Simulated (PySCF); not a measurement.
# Computed records: Al$_{2}$BH$_{5}$N, Al$_{2}$H$_{5}$N$_{2}$, CH$_{5}$AlNSi, AlH$_{4}$N$_{2}$Si and others

All values are calculated (PySCF 2.14.0). Calculation on a computer-drawn molecule: optimised geometry and harmonic frequencies of an isolated molecule of the commonest isotopes, restricted reference for singlets and unrestricted otherwise, frozen core in MP2.

Common to all runs: method HF.

(1) Al$_{2}$BH$_{5}$N

Start structure:
```xyz
9
Al2BH5N
N     -2.1781     0.1909    -2.1951
Al    -2.4599    -1.4594    -1.4700
B     -2.9071    -1.1132     0.4849
Al    -3.2625    -0.2944     2.3279
H     -2.8386     0.7468    -2.7429
H     -1.2505     0.6421    -2.3596
H     -2.3131    -2.5952    -2.4364
H     -2.2375    -0.0264     3.4903
H     -4.7024     0.1467     2.9185
```

```
charge                                        : 0
multiplicity                                  : 2
basis                                         : cc-pV(D+d)Z
rotational constants                          : 17.24, 1.26, 1.174 GHz
total energy                                  : -565.8366 hartree
spin squared                                  : 0.7575
convergence status largest gradient component : 3.493e-05 hartree/bohr
```

Drawn bonds:
```
atom  other atom  order
   1           2      1
   2           3      1
   3           4      1
   1           5      1
   1           6      1
   2           7      1
   4           8      1
   4           9      1
```

Optimised structure:
```xyz
9
Al2BH5N
N     -1.8379     0.1540    -2.5027
Al    -2.5960    -1.0753    -1.4824
B     -3.0033    -0.6944     0.5596
Al    -3.4207    -0.3501     2.5831
H     -1.5562     1.0733    -2.2179
H     -1.6226     0.0281    -3.4745
H     -2.9574    -2.4649    -2.1496
H     -3.0535     1.0460     3.2393
H     -4.1021    -1.4788     3.4627
```

Modes:
```
frequency (cm⁻¹)  reduced mass (dalton)
           89.43                  3.257
           109.7                  2.765
             135                  1.233
           238.4                  2.507
             337                   6.09
           350.9                  1.245
           450.2                   1.25
             486                  1.431
           538.6                  1.133
           597.8                  1.182
           610.7                  1.226
           766.6                   1.43
           799.2                  2.509
           841.9                  1.421
           866.2                  5.862
            1677                   1.11
            1964                  1.055
            1967                  1.033
            1977                  1.037
            3776                  1.052
            3857                  1.093
```

(2) Al$_{2}$H$_{5}$N$_{2}$

Start structure:
```xyz
9
Al2H5N2
N      1.2874    -0.9219    -1.7361
Al    -0.3295    -0.5517    -1.0105
Al    -1.9833     0.8938     0.3998
N     -1.5759    -0.0862     1.8919
H      2.2047    -1.0189    -1.2787
H      1.4202    -1.1165    -2.7314
H     -2.8470     2.2184     0.6001
H     -0.8917     0.1727     2.5698
H     -2.2491    -0.6541     2.3372
```

```
charge                                        : 0
multiplicity                                  : 2
basis                                         : cc-pV(D+d)Z
rotational constants                          : 11.96, 1.612, 1.562 GHz
total energy                                  : -595.6987 hartree
spin squared                                  : 0.7816
convergence status largest gradient component : 3.601e-05 hartree/bohr
```

Drawn bonds:
```
atom  other atom  order
   1           2      1
   2           3      1
   3           4      1
   1           5      1
   1           6      1
   3           7      1
   4           8      1
   4           9      1
```

Optimised structure:
```xyz
9
Al2H5N2
N      1.2178    -0.7734    -1.8512
Al    -0.4971    -0.8773    -1.3929
Al    -1.5818     0.5872     0.5047
N     -1.7362    -0.0289     2.1594
H      1.9067    -0.1716    -1.4373
H      1.6486    -1.3139    -2.5793
H     -2.3353     1.9608     0.2325
H     -1.3372    -0.8768     2.5161
H     -2.2497     0.4294     2.8902
```

Modes:
```
frequency (cm⁻¹)  reduced mass (dalton)
           36.19                  3.593
           118.1                  3.132
           133.8                  3.488
             300                  4.191
           335.4                  1.479
           361.9                  1.152
           464.5                  1.246
           473.5                  1.227
           540.2                  1.072
           578.2                  1.059
           670.6                  1.233
           782.6                  1.366
           812.2                  6.271
             836                  5.095
            1675                  1.109
            1677                   1.11
            1937                  1.042
            3762                  1.052
            3771                  1.052
            3844                  1.093
            3855                  1.093
```

(3) CH$_{5}$AlNSi

Start structure:
```xyz
9
CH5AlNSi
N      2.1085     3.9099    -2.5984
Al     1.1855     2.6762    -2.0546
C      0.0127     1.1264    -1.2809
Si     0.8884    -0.5524    -1.0151
H      3.0777     3.6311    -2.7476
H     -0.7874     0.9618    -1.9708
H     -0.4014     1.4239    -0.3440
H      1.9111    -0.5581    -0.0154
H      1.3094    -1.1892    -2.2893
```

```
charge                                        : 0
multiplicity                                  : 2
basis                                         : cc-pV(D+d)Z
rotational constants                          : 16.81, 1.798, 1.673 GHz
total energy                                  : -626.0058 hartree
spin squared                                  : 0.7542
convergence status largest gradient component : 2.378e-05 hartree/bohr
```

Drawn bonds:
```
atom  other atom  order
   1           2      2
   2           3      1
   3           4      1
   1           5      1
   3           6      1
   3           7      1
   4           8      1
   4           9      1
```

Optimised structure:
```xyz
9
CH5AlNSi
N      2.2906     3.5293    -2.5384
Al     1.2704     2.4427    -1.9752
C      0.0414     1.1005    -1.2895
Si     0.7766    -0.6173    -1.0020
H      2.9202     4.2087    -2.8876
H     -0.7919     1.0224    -1.9966
H     -0.3708     1.4788    -0.3474
H      1.8748    -0.5536    -0.0058
H      1.2931    -1.1819    -2.2736
```

Modes:
```
frequency (cm⁻¹)  reduced mass (dalton)
           96.23                  5.946
           127.8                  1.654
           183.2                  2.021
           220.7                  8.566
           459.7                  1.116
           477.5                  1.152
           512.4                  1.105
           563.9                  4.216
           748.6                  3.058
             780                  1.242
           782.4                  1.319
           992.9                  1.064
            1050                  1.058
            1087                  1.398
            1259                  9.546
            1481                  1.088
            2285                  1.029
            2296                  1.054
            3171                  1.058
            3227                  1.101
            4005                  1.087
```

(4) AlH$_{4}$N$_{2}$Si

Start structure:
```xyz
8
AlH4N2Si
N     -1.7963    -0.9029     1.7875
Al    -1.4091    -0.5845     0.1680
N     -0.9684    -0.3102    -1.5675
Si     0.5198    -0.0291    -2.3859
H     -0.9205    -0.9152     2.3425
H     -1.7938    -0.2211    -2.2101
H      1.6217    -0.0398    -1.3760
H      0.4544     1.2297    -3.1717
```

```
charge                                        : 0
multiplicity                                  : 2
basis                                         : cc-pV(D+d)Z
rotational constants                          : 28.58, 1.826, 1.731 GHz
total energy                                  : -642.0476 hartree
spin squared                                  : 0.7539
convergence status largest gradient component : 3.751e-05 hartree/bohr
```

Drawn bonds:
```
atom  other atom  order
   1           2      2
   2           3      1
   3           4      1
   1           5      1
   3           6      1
   4           7      1
   4           8      1
```

Optimised structure:
```xyz
8
AlH4N2Si
N     -1.3968    -0.8591     1.7010
Al    -1.1792    -0.5714     0.1532
N     -0.9723    -0.2688    -1.5756
Si     0.4917    -0.0245    -2.4867
H     -1.4984    -1.0290     2.6702
H     -1.8109    -0.2553    -2.1344
H      1.6035    -0.0222    -1.5031
H      0.4702     1.2570    -3.2378
```

Modes:
```
frequency (cm⁻¹)  reduced mass (dalton)
           101.6                  4.401
           119.6                  1.745
           196.1                  3.889
           221.5                  5.866
           397.6                   1.06
           438.2                  1.273
           463.7                  1.134
           604.1                  3.258
           794.7                  1.442
           853.3                  1.182
             926                  3.763
           994.3                  1.054
            1208                  1.323
            1295                  8.689
            2266                  1.032
            2288                  1.051
            3752                  1.074
            4012                  1.087
```

(5) F$_{2}$HOSi

Start structure:
```xyz
5
F2HOSi
O      2.2555     0.8896     1.8086
Si     1.6374     0.9195     0.4367
F      2.6508     1.1349    -0.8714
F      1.0009    -0.4887    -0.1139
H      0.5358     1.8508     0.0574
```

```
charge                                        : -1
multiplicity                                  : 1
basis                                         : aug-cc-pV(D+d)Z
rotational constants                          : 7.637, 6.912, 4.076 GHz
total energy                                  : -563.5064 hartree
convergence status largest gradient component : 1.471e-05 hartree/bohr
```

Drawn bonds:
```
atom  other atom  order
   1           2      1
   2           3      1
   2           4      1
   2           5      1
```

Optimised structure:
```xyz
5
F2HOSi
O      2.2456     0.9135     1.7971
Si     1.6380     0.8967     0.3920
F      2.6662     1.1499    -0.8539
F      0.9853    -0.5169    -0.1071
H      0.5454     1.8629     0.0892
```

Modes:
```
frequency (cm⁻¹)  reduced mass (dalton)
           322.7                  14.71
           343.7                  12.46
           465.4                  16.43
           778.1                  17.61
           803.3                  7.907
             919                  1.207
           953.3                  1.105
            1216                  14.91
            2224                  1.039
```
